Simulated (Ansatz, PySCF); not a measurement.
Noncovalent pair: CH4 (SMILES C) (first 5 atoms) with CH2O (SMILES C=O); geometry from B3LYP-D3(BJ)/def2-TZVP.
(charge 0, multiplicity 1):
```xyz
9

C      0.1363     0.1478    -0.1939
H     -0.8637     0.5548    -0.0458
H      0.8224     0.5857     0.5295
H      0.1151    -0.9338    -0.0669
H      0.4731     0.3853    -1.2019
C     -0.7113    -0.2228     3.0836
O      0.2603    -0.1274     3.7795
H     -1.0303    -1.1891     2.6478
H     -1.3453     0.6506     2.8364
```

Counterpoise-corrected where a basis set is named; no monomer relaxation. Rows marked so take none.

Rows in 3-21G carry no dispersion term and start afresh at each structure.

Run with Ansatz (a program for electronic structure); PySCF for 3-21G rows, the dispersion terms. Values without a source in brackets are computed.

### Question
What interaction energy does revPBE/def2-TZVPPD give?

### Answer
0.5 kcal/mol

### Question
What interaction energy does CAM-B3LYP-D4/def2-TZVPPD give?

### Answer
-0.8 kcal/mol

### Question
Estimate the interaction energy that B3LYP/3-21G (no counterpoise) returns for this input.

### Answer
-0.1 kcal/mol
